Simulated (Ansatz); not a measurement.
## One elementary step

Start structure (CH7GeN, singlet), relaxed at PBE0-D4/def2-TZVP:

```
atom    x (Å)    y (Å)    z (Å)
 Ge1   0.4444   1.3626  -0.0217
  H2   1.8378   1.9356  -0.3196
  N3   0.5968  -0.4695  -0.0343
  C4  -0.6070  -1.2546   0.1601
  H5   1.1412  -0.8098  -0.8143
  H6  -0.0403   1.7641   1.3810
  H7  -0.5710   1.8993  -1.0618
  H8  -1.3427  -1.1795  -0.6547
  H9  -1.1056  -0.9369   1.0802
 H10  -0.3534  -2.3113   0.2852
```

The step: CH₇GeN ([CH3][NH][GeH3]) → CH₅GeN ([CH3][N][GeH2]) + H₂; bonds formed: H2–H5; bonds broken: Ge1–H2, N3–H5. Program: Ansatz 0.2.0. Basis: def2-TZVPP and def2-QZVPP. Cores are frozen in the correlated methods. Filled d shells of the heavier atoms are correlated. The def2 sets are not built for correlating such inner shells, so the correlated values are less sure here. Extrapolation: Hartree–Fock as exp(−7.88 √X), correlation as X^−2.97. Energies below are by CCSD(T) at an estimated basis limit (MP2 extrapolated from triple and quadruple zeta, plus CCSD(T) − MP2 in triple zeta).

Q: What are the electronic barrier and the energy of the step, from the start structure to the end structure? (Judge from chemistry; the value comes from the calculation.)

A: By the calculation: Barrier 3.927 eV; step energy 2.313 eV (uphill); reverse barrier, their difference, 1.613 eV. Barrier and step energy count from the start structure, the reverse barrier from the end structure.

The saddle point: One imaginary mode of 1515i cm⁻¹.
| pair | start (Å) | saddle (Å) | end (Å) |
| --- | --- | --- | --- |
| H2–H5 | 2.88 | 0.95 | 0.75 |
| Ge1–H2 | 1.54 | 2.02 | 4.25 |
| N3–H5 | 1.01 | 1.42 | 2.57 |

Zero-point energy (harmonic, PBE0-D4): ZPE is 2.104 eV at the start and 1.876 eV at the saddle, so the barrier goes from 3.927 to 3.699 eV.

First-order rate constant out of the start structure at 498 K by transition-state theory, with harmonic vibrational free energies alone and no tunnelling: ΔA‡ = 3.717 eV, so k = (kB T/h) exp(−ΔA‡/kB T) ≈ 10^-25 s⁻¹ (an order of magnitude at best: rotation, the number of equivalent paths and anharmonicity are left out).

T1 diagnostic: at most 0.023. The restricted Hartree–Fock reference is unstable towards an unrestricted one at one or more of these structures.

Labels in which every atom is bracketed show which atoms are joined, not bond orders.

For scale, one of the runs: CCSD(T)/def2-TZVPP, 208 basis functions (an equivalent command: `ansatz run in.yaml --threads 4`). The run took 75 s on 4 CPU threads (shared host), with 2.9 GiB of host memory at its peak.
